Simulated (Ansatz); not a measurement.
Reaction (ligand exchange at the Si–S bond): `F[SiH](F)S[SiH2]Cl` + `FCS` → `FCS[SiH2]Cl` + `F[SiH](F)S`

Isolated molecules relaxed with PBE0-D4/def2-TZVP in Ansatz; ΔE leaves out vibrations. CBS: MP2 limit from def2 TZ/QZ plus the TZ coupled-cluster correction, frozen cores. Functionals use def2-TZVPP. Each species was taken in one conformer, which may not be the lowest.

`F[SiH](F)S[SiH2]Cl`:

```xyz
9

F    -1.385   -1.226    0.796
Si    0.006   -0.799    1.423
F    -0.288    0.496    2.287
S     1.418   -0.400   -0.088
Si    0.199    0.819   -1.356
Cl   -0.763   -0.299   -2.770
H     0.506   -1.862    2.306
H     1.124    1.741   -2.045
H    -0.817    1.530   -0.553
```

`FCS`:

```xyz
6

F    -1.263    0.666    0.545
C    -0.054    0.017    0.471
S     0.856    0.398   -1.021
H    -0.240   -1.055    0.547
H     0.570    0.349    1.303
H     0.132   -0.375   -1.846
```

`FCS[SiH2]Cl`:

Z-matrix (Å, degrees):
```
C
S 1 1.807
F 1 1.370 2 112.4
H 1 1.091 2 110.4 3 -121.4
H 1 1.091 2 106.1 3 118.9
Si 2 2.124 1 100.0 3 72.8
Cl 6 2.056 2 111.1 1 59.5
H 6 1.478 2 105.4 1 178.0
H 6 1.477 2 112.3 1 -59.5
```

`F[SiH](F)S`:

Cartesian coordinates in Å:
```
F 0.743 1.528 0.079
Si 0.427 -0.013 0.271
F -0.316 -0.116 1.667
S -0.774 -0.750 -1.292
H 1.684 -0.775 0.321
H -1.765 0.126 -1.046
```

```json
{"species": "`F[SiH](F)S[SiH2]Cl`", "PBE0-D4 energy (Eh)": "-1638.53737"}
{"species": "`FCS`", "PBE0-D4 energy (Eh)": "-537.72724"}
{"species": "`FCS[SiH2]Cl`", "PBE0-D4 energy (Eh)": "-1287.85641"}
{"species": "`F[SiH](F)S`", "PBE0-D4 energy (Eh)": "-888.40556"}
```

Q: Work out ΔE.

A: ΔE = (-1287.85641) + (-888.40556) − (-1638.53737) − (-537.72724) = 0.00264 Eh = +6.9 kJ/mol. CCSD(T)/CBS gives +6.2 kJ/mol.

Largest T1 diagnostic among the species: 0.012.
